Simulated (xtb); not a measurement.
C3H6BFO2, SMILES B(C(=O)CC)(F)O. All values are semi-empirical tight-binding results from xtb (GFN2-xTB unless named), good for trends rather than for accurate numbers. Geometry optimised at GFN2-xTB. The structure was generated by enumeration, and PubChem lists no compound with its InChIKey, so it may never have been made. One conformer was computed; it need not be the lowest.

Problem. Estimate the properties. (Estimate from the structure and the level; the computed values follow.)

Solution. 
```
Quantity                                         Result
----------------------------------------  -------------
orbital gap                                     3.35 eV
dipole moment                                    3.62 D
zero-point energy                         59.0 kcal/mol
G − E(el) at 298.15 K (modified RRHO)     37.9 kcal/mol
static polarisability (D4 model)             59.0 bohr³
solvation energy, GFN2-xTB/ALPB(water)    -7.9 kcal/mol
solvation energy, GFN2-xTB/ALPB(octanol)  -7.6 kcal/mol
```

Computed IR lines (harmonic; lines under 4 % of the strongest left out, lines within 3 cm⁻¹ merged):
ν (cm⁻¹): 522 (w), 533 (w), 667 (s), 794 (w), 925 (m), 955 (m), 1110 (w), 1201 (vs), 1299 (w), 1347 (vs), 1743 (s), 2953 (w), 2970 (w), 3043 (w), 3052 (w), 3057 (w), 3555 (w) (against the strongest line: vs over 80 %, s over 45 %, m over 15 %, w over 4 %, vw less)
